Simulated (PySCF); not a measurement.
# Radial density of Tc (technetium, neutral)

UHF, [Kr] 4d4 5s2 6s1, 6s spin antiparallel (an excited configuration). Calculation: PySCF 2.14, in aug-cc-pVTZ-PP with ECP28MDF (6s6p5d3f2g, 88 functions); a scalar-relativistic core potential. This is the valence pseudo-density: the core potential removes the inner electrons and smooths the orbitals near the nucleus.

```json
{"r (bohr)": "0.0330", "4πr²ρ (e/bohr)": "2.498e-05", "4πr²(ρα − ρβ)": "0.0000"}
{"r (bohr)": "0.0555", "4πr²ρ (e/bohr)": "6.089e-05", "4πr²(ρα − ρβ)": "0.0000"}
{"r (bohr)": "0.0933", "4πr²ρ (e/bohr)": "0.0002005", "4πr²(ρα − ρβ)": "0.0000"}
{"r (bohr)": "0.157", "4πr²ρ (e/bohr)": "0.001617", "4πr²(ρα − ρβ)": "0.0004"}
{"r (bohr)": "0.264", "4πr²ρ (e/bohr)": "0.02564", "4πr²(ρα − ρβ)": "0.0074"}
{"r (bohr)": "0.444", "4πr²ρ (e/bohr)": "0.6951", "4πr²(ρα − ρβ)": "0.1291"}
{"r (bohr)": "0.747", "4πr²ρ (e/bohr)": "7.981", "4πr²(ρα − ρβ)": "1.2763"}
{"r (bohr)": "1.26", "4πr²ρ (e/bohr)": "10.08", "4πr²(ρα − ρβ)": "2.9482"}
{"r (bohr)": "2.11", "4πr²ρ (e/bohr)": "2.581", "4πr²(ρα − ρβ)": "1.2786"}
{"r (bohr)": "3.56", "4πr²ρ (e/bohr)": "0.6584", "4πr²(ρα − ρβ)": "0.0741"}
{"r (bohr)": "5.98", "4πr²ρ (e/bohr)": "0.1118", "4πr²(ρα − ρβ)": "-0.0792"}
{"r (bohr)": "10.1", "4πr²ρ (e/bohr)": "0.1365", "4πr²(ρα − ρβ)": "-0.1364"}
{"r (bohr)": "16.9", "4πr²ρ (e/bohr)": "0.005179", "4πr²(ρα − ρβ)": "-0.0052"}
```

Energies and moments cover only the electrons outside the core potential. The outer electron is Rydberg-like, and this basis confines it to a smaller radius and binds it less than a complete one would. With the s spin flipped the determinant is a mixture of two multiplicities, not a spectroscopic state.
